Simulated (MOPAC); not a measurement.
MOPAC input (PM7):

```
PM7 PRECISE GNORM=0.05 LET XYZ CHARGE=-1 GEO-OK AUX(PRECISION=9) THREADS=1
HCl2S2Si

S    -0.16296500 1    0.52611300 1    2.12450300 1
Si   -0.02151200 1    0.05079400 1    0.19520600 1
S     1.76011800 1   -1.06679300 1   -0.41507700 1
Cl   -0.09423100 1    1.69119500 1   -1.16458300 1
Cl   -1.53610700 1   -1.18791900 1   -0.64246100 1
H     2.46247400 1   -0.61592000 1    0.63603600 1
```

From the output:

```
                                                       MOPAC v23.2.5 Linux

          FINAL HEAT OF FORMATION =       -164.95850 KCAL/MOL =    -690.18638 KJ/MOL

          COSMO AREA              =        153.01 SQUARE ANGSTROMS
          COSMO VOLUME            =        152.95 CUBIC ANGSTROMS

          GRADIENT NORM           =          0.04549          =       0.01857 PER ATOM
          IONIZATION POTENTIAL    =          4.805212 EV
          HOMO LUMO ENERGIES (EV) =         -4.805  2.605
          NO. OF FILLED LEVELS    =         16
          MOLECULAR WEIGHT        =        164.1194         POINT GROUP:  Cs

          MOLECULAR DIMENSIONS (Angstroms)

            Atom       Atom       Distance
            H     6   Cl     5     4.20818
            S     1    S     3     3.32638
           Cl     4   Cl     5     2.92822

          SCF CALCULATIONS        =         30

   ATOM   CHEMICAL          X               Y               Z
  NUMBER   SYMBOL      (ANGSTROMS)     (ANGSTROMS)     (ANGSTROMS)

     1       S         -0.16963443  *   0.50820330  *   2.05981958  *
     2      Si         -0.01891864  *   0.05077487  *   0.15345437  *
     3       S          1.79248590  *  -0.97049661  *  -0.40575519  *
     4      Cl         -0.12246530  *   1.65576501  *  -1.15145276  *
     5      Cl         -1.53226202  *  -1.15256387  *  -0.58880329  *
     6       H          2.44849661  *  -1.05746973  *   0.77255810  *

                             CARTESIAN COORDINATES

   1    S       -0.169634432     0.508203295     2.059819580
   2   Si       -0.018918640     0.050774868     0.153454370
   3    S        1.792485899    -0.970496615    -0.405755193
   4   Cl       -0.122465303     1.655765010    -1.151452758
   5   Cl       -1.532262018    -1.152563868    -0.588803287
   6    H        2.448496613    -1.057469734     0.772558095

           Empirical Formula: H S2 Si Cl2  =     6 atoms

      MOLECULAR POINT GROUP   :   Cs

                  EIGENVALUES
 -24.17997 -22.02442 -21.35675 -21.04490 -11.59117 -10.02177 -10.01548  -8.75113
  -8.27125  -7.78759  -7.56896  -7.29352  -6.56323  -5.83310  -4.92895  -4.80521
   2.60472   2.77096   2.94477   3.28785   3.59904   3.63682   3.72674   3.81972
   4.91198   4.91406   4.92140   5.00872   5.00926   6.63573   8.28017  25.06256
  25.09153  25.42868  25.47406  25.69620  74.45182  74.60146  74.94254  75.12557
  75.17108  75.32794  75.62506  75.64352  75.92571  75.99778

              NET ATOMIC CHARGES AND DIPOLE CONTRIBUTIONS

  ATOM NO.   TYPE          CHARGE      No. of ELECS.   s-Pop       p-Pop       d-Pop
    1          S          -0.579508        6.5795     1.92262     4.61826     0.03862
    2         Si           0.318220        3.6818     0.76544     2.67639     0.23995
    3          S          -0.365599        6.3656     1.86893     4.40602     0.09065
    4         Cl          -0.280090        7.2801     1.97953     5.29832     0.00225
    5         Cl          -0.279911        7.2799     1.97952     5.29814     0.00225
    6          H           0.186888        0.8131     0.81311
 DIPOLE           X         Y         Z       TOTAL
 POINT-CHG.     1.581    -1.161    -1.857     2.701
 HYBRID        -0.233     0.115    -0.012     0.260
 SUM            1.348    -1.046    -1.869     2.530

          ATOMIC ORBITAL ELECTRON POPULATIONS

     Atom    s        px        py        pz      x^2-y^2     xz        z^2       yz        xy
    1  S   1.92262   1.77390   1.71882   1.12554   0.00089   0.00622   0.02165   0.00924   0.00063
    2 Si   0.76544   0.86647   0.84103   0.96889   0.04086   0.05237   0.04947   0.05287   0.04437
    3  S   1.86893   1.34023   1.79088   1.27490   0.00585   0.03965   0.03220   0.00431   0.00864
    4 Cl   1.97953   1.94812   1.61438   1.73581   0.00042   0.00011   0.00044   0.00081   0.00046
    5 Cl   1.97952   1.64940   1.76227   1.88647   0.00051   0.00035   0.00035   0.00036   0.00068
    6  H   0.81311

 **********************
 *                    *
 * JOB ENDED NORMALLY *
 *                    *
 **********************

 == MOPAC DONE ==
```

The dipole moment of an ion depends on the origin.

The geometry given is a B3LYP-D3(BJ)/def2-TZVP minimum.
